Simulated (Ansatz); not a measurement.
Reaction: SF2 (fluoro thiohypofluorite, SMILES S(F)F) → F (doublet) + SF (SMILES F[S], doublet) (the F-S bond breaks)
Each species at its own B3LYP-D3(BJ)/def2-TZVP minimum (Ansatz, a first-principles code).

Total energies in hartree (Ansatz). Open shells are spin-unrestricted; no spin-orbit coupling. Cores are frozen in correlated methods. No relativity.

```csv
species,HF/cc-pV(T+d)Z,CCSD(T)/cc-pV(T+d)Z,HF/cc-pV(Q+d)Z,CCSD(T)/cc-pV(Q+d)Z,CCSDT(Q)/cc-pV(T+d)Z
"1: SF2 (fluoro thiohypofluorite, SMILES S(F)F)",-596.44189,-597.15428,-596.46575,-597.24113,-597.15618
2: F (doublet),-99.40552,-99.62036,-99.41377,-99.65026,-99.62061
"3: SF (SMILES F[S], doublet)",-496.96869,-497.39800,-496.98246,-497.44845,-497.39959
```

Problem. Work out the bond dissociation energy (electronic) in kJ/mol: take Hartree-Fock from cc-pV(Q+d)Z, extrapolate the CCSD(T) correlation energy as X^-3 (X = 3, 4), and add CCSDT(Q) - CCSD(T) in cc-pV(T+d)Z. 1 hartree = 2625.5 kJ/mol.

Solution. 
Species 1: correlation (64·(-0.77538) - 27·(-0.71239))/37 = -0.82135; step -0.00190; E1 = -596.46575 + (-0.82135) + (-0.00190) = -597.28900
Species 2: correlation (64·(-0.23649) - 27·(-0.21484))/37 = -0.25229; step -0.00025; E2 = -99.41377 + (-0.25229) + (-0.00025) = -99.66631
Species 3: correlation (64·(-0.46599) - 27·(-0.42931))/37 = -0.49276; step -0.00159; E3 = -496.98246 + (-0.49276) + (-0.00159) = -497.47681
-1·E1 +1·E2 +1·E3 = 0.14588 hartree = 383.0 kJ/mol.
